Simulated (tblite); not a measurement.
Compound: C₆H₅N₃S.
Structure used (GFN2-xTB), in Å, numbered top down from 1:
```xyz
15
C6H5N3S angstrom
C      4.2704    0.5612    0.5301
C      3.1023    0.2901    0.4728
C      1.7252   -0.0323    0.4083
N      1.3392   -1.2357    0.8818
C      0.0644   -1.5004    0.8068
C     -0.8252   -0.5534    0.2551
S     -2.5273   -0.8755    0.1418
C     -3.0929    0.6684   -0.6229
N     -0.3647    0.6125   -0.1876
N      0.9040    0.8698   -0.1108
H      5.2915    0.7988    0.5799
H     -0.2777   -2.4576    1.1766
H     -4.1671    0.5776   -0.7431
H     -2.6025    0.7864   -1.5835
H     -2.8437    1.4980    0.0304
```

Computed values, GFN2-xTB/tblite, gas phase, harmonic and unscaled. This tight-binding method is rough: wavenumbers can miss measured ones by several per cent, in bad cases by 10 to 20. One conformer, not necessarily the lowest.

Harmonic wavenumbers (cm⁻¹): 42.0, 85.2, 100.4, 104.3, 173.5, 188.9, 300.0, 337.3, 357.3, 384.9, 460.9, 473.1, 610.9, 638.8, 655.8, 675.5, 732.9, 761.0, 840.6, 872.1, 950.5, 955.1, 1044.3, 1122.5, 1161.7, 1254.9, 1310.5, 1321.4, 1341.7, 1423.4, 1428.2, 1441.2, 1524.6, 2250.9, 3047.1, 3053.6, 3054.8, 3068.3, 3391.0.

A = 4185, B = 620.7, C = 542.4 MHz; mass 151.020 u (most abundant isotopes); point group Cs, symmetry number 1.

Question: Zero-point energy?

Answer: ½Σν̃ = 21471 cm⁻¹ = 61.39 kcal/mol.

Question: What is S at 273.15 K and 1 bar for an ideal gas of classical rigid rotors and harmonic oscillators?

Answer: Translation 40.54, rotation 29.55, vibration 27.12: S = 97.2 cal/(mol K).

Question: And Cp and H(273.15 K) − H(0)?

Answer: Cp = 35.31 cal/(mol K), of which vibrations give 27.37 (their classical limit is 39 R = 77.5); H(273.15 K) − H(0) = 6.06 kcal/mol without the zero-point energy, 3.89 from vibrations.

Question: Blend soft modes into free rotors: weight 1/[1 + (100 cm⁻¹/ν̃)⁴] for the oscillator and the rest for a rotor with moment μB/(μ + B), μ = h/(8π²ν), B = 10⁻⁴⁴ kg m². What vibrational entropy results?

Answer: 24.91 cal/(mol K) in place of 27.12, which changes −T·S at 273.15 K by +0.60 kcal/mol.

Question: How do the functions run with temperature in this model?

Answer: 
| T (K) | S (cal/(mol K)) | Cp (cal/(mol K)) | H − H(0) (kcal/mol) | G − H(0) (kcal/mol) | ln q(vib) |
| --- | --- | --- | --- | --- | --- |
| 100 | 71.1 | 19.0 | 1.33 | -5.78 | 1.85 |
| 200 | 87.3 | 28.6 | 3.72 | -13.74 | 4.55 |
| 300 | 100.6 | 37.6 | 7.04 | -23.15 | 7.19 |
| 500 | 123.4 | 51.8 | 16.08 | -45.63 | 12.23 |
| 800 | 150.7 | 64.0 | 33.65 | -86.92 | 19.11 |
| 1000 | 165.6 | 69.0 | 46.97 | -118.59 | 23.21 |

q(vib) and H(0) count from the zero-point level.

Question: Which modes carry the vibrational entropy at 273.15 K?

Answer: 42.0 cm⁻¹: 4.99; 85.2 cm⁻¹: 3.60; 100.4 cm⁻¹: 3.28; 104.3 cm⁻¹: 3.20; 173.5 cm⁻¹: 2.23; 188.9 cm⁻¹: 2.08 cal/(mol K); the other 33 give 7.74 together.

Hindered rotation and anharmonicity are outside this model. Other conformers, if any are populated, would add a mixing term that is left out.
